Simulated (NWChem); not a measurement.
Species: CH6OSi; SMILES OC[SiH3]

Computed with NWChem. Pople sets run with spherical d functions. B3LYP is NWChem's, with the RPA form of VWN correlation. Each level has its own optimisation; frequencies are unscaled. One conformer.

| level | r C–O (Å) | r H–O (Å) | r C–Si (Å) | highest harmonic frequency (cm⁻¹) | lowest (cm⁻¹) | zero-point energy (kcal/mol) | dipole (D) |
|---|---|---|---|---|---|---|---|
| B3LYP/6-31G* | 1.435 | 0.970 | 1.910 | 3741 | 172 | 41.8 | 1.37 |
| B3LYP/3-21G | 1.483 | 0.997 | 1.933 | 3461 | 201 | 41.1 | 1.64 |
| Hartree-Fock/STO-3G | 1.444 | 0.992 | 1.886 | 4216 | 128 | 51.1 | 1.52 |
| PBE-D3(BJ)/def2-SVP | 1.426 | 0.975 | 1.914 | 3698 | 184 | 40.4 | 1.16 |
